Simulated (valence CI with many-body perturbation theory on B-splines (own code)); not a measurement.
The numbers below are computed, except where a source is named.
## Ho⁴⁶⁺: what the settings do

Method: relativistic CI+MBPT: three valence electrons over a frozen Dirac-Fock core [Ar], a basis of 6 s, 6 p, 5 d, 5 f, 1 g functions for each j, with the one-electron correlation potential Σ1 (screened to all orders), the two-electron term Σ2, the three-electron term Σ3, Breit, model QED; selected single and double excitations, second order for the rest, scaled by the run's own slope (own B-spline code, finite nucleus).

The last digits are not significant, and no measured levels were compared; by estimate large intervals hold to a few tenths of a per cent, small ones and those within an open d or f shell to about a per cent. Only levels of the ground parity were solved; by the run's estimate the other parity begins above the list, which can be wrong where configurations are misplaced.

The reference run has the lowest level (3d3/2^3) J=3/2 and an ionisation energy of 3880.44 eV. Its largest variational space holds 2196 state functions.

Levels are named by their leading jj configuration (3d3/2^4 stands for four electrons in 3d with j = 3/2), which in mixed levels can hold well under half, so a name can repeat and another be missing. Letters in brackets count levels of one name in rising energy.

Changed runs:
A. scale of Σ2 1 → 0.8
B. size limit of the variational space 10000 → 1500; second order for the rest on → off
C. lowest core n in screening and Σ2 1 → 4
D. highest l in the core sums 6 → 1 (bad on purpose)

Excitation energies of the reference run in cm⁻¹, and shifts in cm⁻¹:

| Level | Reference | A | B | D |
| --- | --- | --- | --- | --- |
| (3d3/2^2 3d5/2) J=5/2 [a] | 311940 | -670 | +12 | -18 |
| (3d3/2^2 3d5/2) J=3/2 | 359491 | +66 | +3.0 | +1315 |
| (3d3/2^2 3d5/2) J=7/2 | 381909 | -413 | +7.1 | +1979 |
| (3d3/2^2 3d5/2) J=9/2 | 385997 | -631 | -8.9 | +2965 |
| (3d3/2^2 3d5/2) J=1/2 | 396442 | +479 | -9.2 | +2004 |
| (3d3/2^2 3d5/2) J=5/2 [b] | 551998 | +789 | +16 | +577 |
| (3d3/2 3d5/2^2) J=7/2 [a] | 689086 | -944 | +0.5 | -398 |
| (3d3/2 3d5/2^2) J=9/2 | 719511 | -1036 | -9.2 | +694 |
| (3d3/2 3d5/2^2) J=3/2 [a] | 756248 | -77 | -0.1 | -1381 |
| (3d3/2 3d5/2^2) J=1/2 | 776799 | +272 | -9.2 | +201 |
| (3d3/2 3d5/2^2) J=11/2 | 789574 | -975 | -9.2 | +3058 |
| (3d3/2 3d5/2^2) J=5/2 [a] | 795260 | +372 | +17 | +2247 |
| Ionisation energy (eV) | 3880.44 | -1.18 | -0.0012 | -1.40 |

Run C: It gave no result: the setting left no core shell for the response of the core. The program said: "need at least one array to concatenate".
